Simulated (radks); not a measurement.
Spherical quantum dot in the effective-mass picture: electrons in a hard-walled sphere of radius 4.64, with a point charge +1 (a donor) at the centre, all in effective atomic units (hartree* = m*/eps^2 hartree, bohr* = eps/m* bohr), one dielectric constant everywhere. Method: non-relativistic Kohn-Sham, LDA (Slater exchange, Perdew-Wang correlation), spin-polarised, spherical densities; computed with a radial shooting solver with Libxc functionals. Levels are named by radial order and angular momentum (1s, 1p, 1d, 2s, ...), and open shells are averaged over m. Results are scaled to m* = 0.044 and eps = 11.8, for which hartree* = 8.599 meV and bohr* = 14.19 nm.

N = 21, configuration 1s2 1p6 1d10 2s(up 1, down 0) 1f(up 2, down 0). This is the lowest configuration that the search found. Occupied and some empty levels:

level    occupation  eigenvalue (meV)  <r> (nm)
1s up             1            48.030     42.73
1s down           1            48.292     43.70
1p up             3            49.187     46.32
1p down           3            49.388     46.36
1d up             5            50.972     47.85
1d down           5            51.168     47.85
2s up             1            52.606     23.64
1f up             2            53.404     49.05
1f down           0            53.601     49.04
2s down           0            53.698     24.53
1g up             0            56.442     50.06
1g down           0            56.641     50.05
2p up             0            58.270     32.86
2p down           0            58.688     33.47
2d up             0            62.759     37.07
2d down           0            63.013     37.31

Energy (meV): total 549.289, kinetic 143.85, external -63.376, Hartree 532.34, exchange-correlation -63.520.
